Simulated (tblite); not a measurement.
Distances in Å between the heavy atoms of a computed structure (GFN2-xTB; lower triangle, same order across):
```
C1    0.00
C2    1.52  0.00
C3    2.52  1.53  0.00
C4    3.90  2.55  1.54  0.00
C5    5.04  3.87  2.52  1.48  0.00
N6    5.68  4.62  3.26  2.48  1.37  0.00
Si7   7.13  6.22  4.77  4.13  2.78  1.73  0.00
```

Hydrogens: 3 on C1, 2 on C2, 2 on C3, 2 on C4, 1 on C5, 1 on N6, 3 on Si7.

Doublet state.

Q: Read off the bonds between heavy atoms and their formal orders.

A: C1–C2 (single); C2–C3 (single); C3–C4 (single); C4–C5 (single); C5–N6 (single); N6–Si7 (single).

Q: Which species is it?

A: `CCCC[CH]N[SiH3]`, C5H14NSi.

Q: Describe the place of each heavy atom.

A: C1: carbon bonded to C and 3 H; C2: carbon bonded to 2 C and 2 H; C3: carbon bonded to 2 C and 2 H; C4: carbon bonded to 2 C and 2 H; C5: carbon bonded to C, N and H; N6: nitrogen bonded to C, Si and H; Si7: silicon bonded to N and 3 H.

Conformer computed: `[CH3:1][CH2:2][CH2:3][CH2:4][CH:5][NH:6][SiH3:7]`: C1–C2–C3–C4 177°, C2–C3–C4–C5 179°, C3–C4–C5–N6 -82°, C4–C5–N6–Si7 171°.
